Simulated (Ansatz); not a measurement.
A nudged elastic band was laid between two geometries of H5NOSiSn (9 atoms, charge 0, multiplicity 1).

Computed with Ansatz, RKS PBE0/def2-SVP.

```json
{
  "movable images": "5",
  "climbing image": "yes",
  "spring": "5.0 eV/Å²",
  "optimiser": "quadratic models (default)",
  "start path": "through a guess of the saddle point",
  "force threshold": "0.03 eV/Å",
  "iteration limit": "10",
  "end points": "relaxed"
}
```

Image 0:

```xyz
9
Properties=species:S:1:pos:R:3
N -0.797 1.751 0.246
Si -0.726 0.058 0.302
O 0.429 -0.659 1.172
Sn 1.051 -1.390 -0.807
H 0.026 2.338 0.311
H -1.623 2.252 -0.059
H -2.128 -0.435 0.252
H 1.160 -3.100 -0.569
H 2.697 -0.862 -0.865
```

Image 6:

```xyz
9
Properties=species:S:1:pos:R:3
N -0.770 1.815 0.080
Si -1.528 0.291 -0.107
O -0.299 -0.589 0.792
Sn 0.916 -1.214 -1.204
H 0.114 1.966 0.561
H -1.115 2.651 -0.380
H -0.589 -1.439 1.147
H 0.950 -2.842 -0.492
H 2.410 -0.686 -0.415
```

Task: Which bonds break or form, and what moves?

Result: Bonds broken: Si2–H7. Bonds formed: O3–H7.

Task: Give the energies along the band, and the barrier.

Result: It converged. The highest image is number 3 of 0 to 6, 2.69 eV above the first end and 2.34 eV above the last; the last end lies 0.35 eV above the first. Neighbouring images differ by up to 1.6 eV, so the band resolves the path poorly. Another band between the same ends (5 images) ends at a top of the same energy, where a vibrational analysis finds 1 clearly imaginary mode. The orbitals stay closed-shell, which can raise the energy where a bond breaks towards radicals; this wasn't checked here.

```tsv
image	path coordinate (Å)	energy (eV)	Si2–H7 (Å)	O3–H7 (Å)
0	0.00	0.00	1.49	2.73
1	0.58	0.17	1.48	2.57
2	1.17	1.18	1.48	2.10
3	1.75	2.69	1.55	1.46
4	2.24	1.12	1.85	1.01
5	2.72	0.46	2.21	0.97
6	3.20	0.35	2.33	0.97
```

Task: What is the geometry of the highest image?

Result: 
```xyz
9
Properties=species:S:1:pos:R:3
N -0.786 1.848 0.092
Si -1.008 0.160 0.026
O 0.083 -0.702 1.030
Sn 0.911 -1.343 -0.960
H 0.083 2.259 0.424
H -1.384 2.509 -0.390
H -1.330 -1.064 0.929
H 1.060 -3.038 -0.617
H 2.460 -0.675 -0.551
```

The run took 2.6 min on 2 threads of Arm Neoverse V1 (shared host), peak memory 0.22 GiB.
